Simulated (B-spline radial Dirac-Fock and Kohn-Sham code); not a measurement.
Gd²²⁺: eigenvalues, ΔSCF and the reference

System: the Gd²²⁺ ion, configuration 1s2 2s2 2p6 3s2 3p6 3d10 4s2 4p6 4d6.

The density-functional columns are spherical, spin-unpolarised Dirac-Kohn-Sham results without Breit or QED terms: −ε is minus the orbital energy of the initial state and ΔSCF the difference of two total energies. The reference in the last column comes from ΔSCF Dirac-Fock with Breit, self-energy and vacuum polarisation, finite nucleus, configuration average. All numbers are from an atomic code on a B-spline grid, in eV; a selection of levels is shown. The Kohn-Sham columns are given as differences from the reference. For the 1s level of heavy atoms much of the gap between ΔSCF and the reference is the Breit and QED part, -216.0 eV here; for other levels the error of the functional can be larger.

| level | LDA −ε − DF | LDA ΔSCF − DF | Dirac-Fock |
| --- | --- | --- | --- |
| 1s | -271.5 | +202.9 | 50900.9 |
| 2s | -159.2 | -59.5 | 9046.9 |
| 2p1/2 | -121.0 | +1.1 | 8596.3 |
| 2p3/2 | -128.4 | -17.0 | 7908.6 |
| 3s | -86.1 | -45.4 | 2540.1 |
| 3p1/2 | -70.9 | -28.6 | 2346.5 |
| 3p3/2 | -69.8 | -29.4 | 2201.5 |
| 3d3/2 | -48.5 | -3.2 | 1871.9 |
| 3d5/2 | -49.2 | -4.6 | 1841.2 |
| 4s | -37.2 | -16.0 | 976.3 |
| 4p1/2 | -27.2 | -6.1 | 894.4 |
| 4p3/2 | -27.3 | -7.0 | 856.4 |
| 4d | -18.3 | +1.8 | 723.0 |

Values without a named source are computed, but for edge energies of neutral atoms, which are taken from tables.
